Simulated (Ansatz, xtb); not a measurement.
**Relative energy of two isomers of C6H4ClNO**

Structure I: `Cc1occ(C#N)c1Cl`, a singlet. Structure II: `N#CC1=COC=C(Cl)C1`, a singlet. Both are isolated molecules in the gas phase, relaxed with B3LYP/def2-SVP.

Quicker runs give these differences E(II) − E(I): GFN2-xTB +15.3 kcal/mol; HF/STO-3G +17.2 kcal/mol (at GFN2-xTB geometries); r2SCAN-D4/def2-SVP +13.9 kcal/mol (at GFN2-xTB geometries).

Question: Estimate E(II) − E(I) at the level CCSD(T)/def2-SVP + ΔMP2/def2-TZVPP.

Answer: Calculated at CCSD(T)/def2-SVP + ΔMP2/def2-TZVPP: E(II) − E(I) = +12.5 kcal/mol, so structure I lies lower.

How the difference moves with the method:

| level | geometry | E(II) − E(I) (kcal/mol) | departure from the last row (kcal/mol) | job, with rough time for the two |
| --- | --- | --- | --- | --- |
| GFN2-xTB | GFN2-xTB | +15.3 | +2.8 | optimisation, 0.19 s |
| HF/STO-3G | GFN2-xTB | +17.2 | +4.7 | single point, 0.48 s |
| r2SCAN-D4/def2-SVP | GFN2-xTB | +13.9 | +1.4 | single point, 4.3 s |
| B3LYP/def2-SVP | B3LYP/def2-SVP | +13.8 | +1.3 | optimisation, 1.7 min |
| HF/def2-SVP | B3LYP/def2-SVP | +9.8 | −2.7 | part of the CCSD(T) run |
| MP2/def2-SVP | B3LYP/def2-SVP | +17.9 | +5.4 | part of the CCSD(T) run |
| CCSD(T)/def2-SVP | B3LYP/def2-SVP | +13.5 | +1.0 | single point |
| CCSD(T)/def2-SVP + ΔMP2/def2-TZVPP | B3LYP/def2-SVP | +12.5 |  | single point, 1.8 min |

As drawn, II has 1 C–C, 2 C=C, 2 C–O in place of 2 C∷O, 3 C∷C (∷ is an aromatic bond). Structure I has a 5-membered ring (with an aromatic ring), II a 6-membered ring.

None of the levels shown reverses the order. The largest departure from CCSD(T)/def2-SVP + ΔMP2/def2-TZVPP is that of MP2/def2-SVP, 5.4 kcal/mol. The last row adds to CCSD(T) the change of the MP2 difference between the two basis sets, here −1.0 kcal/mol.

With thermal terms from frequencies at re-optimised GFN2-xTB minima (ideal gas, soft modes damped towards free rotors, one conformer each, 298.15 K, 1 atm): on the last row, ΔE + ΔZPE = +12.6, ΔH = +12.3, ΔG = +13.1 kcal/mol.

The correlated steps freeze 13 core orbitals. Codes used: Ansatz 0.2.0, xtb 6.7.1; the last row on 4 threads of Arm Neoverse V1 on a shared host.
